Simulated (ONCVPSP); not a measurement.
carbon (C) ONCV: all-electron and pseudo phase curves

carbon (C), optimised norm-conserving Vanderbilt (ONCV), made with ONCVPSP 4.0.1 (PBE, scalar-relativistic). Core [He], reference 2s1 2p3. Waves: 2s: rc 1.20 bohr, ncon 4, nbas 8, qcut 8.2 1/bohr, local; 2p: rc 3.05 bohr, ncon 3, nbas 8, qcut 4.8 1/bohr, 2 projectors, debl 0.5 Ha. Local part: the s channel. Core correction: polynomial model core, fcfact 0.65.

The phase is arctan(r·R′/R) of the radial function R(r), unwrapped; energies in Ha, scanned from -2 to 5 Ha. A pole is an energy at which the radial function vanishes at the test radius. The pseudo phase is shifted by a multiple of π to meet the all-electron one at the reference energy, and phase errors are pseudo minus all-electron; the curves can meet again beyond the range given. Levels narrower than the energy grid can be missing from the lists of poles.

```
channel  radius (bohr)  reference energy (Ha)  poles, all-electron  poles, pseudo  unbroken range about the reference energy with phases within 0.05 rad  phase error 1 Ha above the reference energy (rad)
      s           1.22                  -0.52                 3.13           2.98                                                        the whole range                                             -0.002
      p           3.09                  -0.21    -0.11, 1.49, 4.18    -0.11, 1.52                                                              below 2.1                                             +0.002
```

Phases in the p channel:

```csv
E (Ha),all-electron,pseudo
-1.98,1.372,1.372
-1.62,1.345,1.345
-1.26,1.303,1.303
-0.90,1.226,1.226
-0.54,0.996,0.996
-0.18,-1.365,-1.365
0.18,-2.084,-2.084
0.54,-3.776,-3.775
0.90,-4.472,-4.469
1.26,-4.645,-4.640
1.62,-4.747,-4.735
1.98,-4.860,-4.825
2.34,-5.151,-4.972
2.70,-7.067,-5.547
3.06,-7.628,-7.280
3.42,-7.748,-7.620
3.78,-7.807,-7.724
4.14,-7.849,-7.777
4.50,-7.888,-7.813
4.86,-7.935,-7.841
```
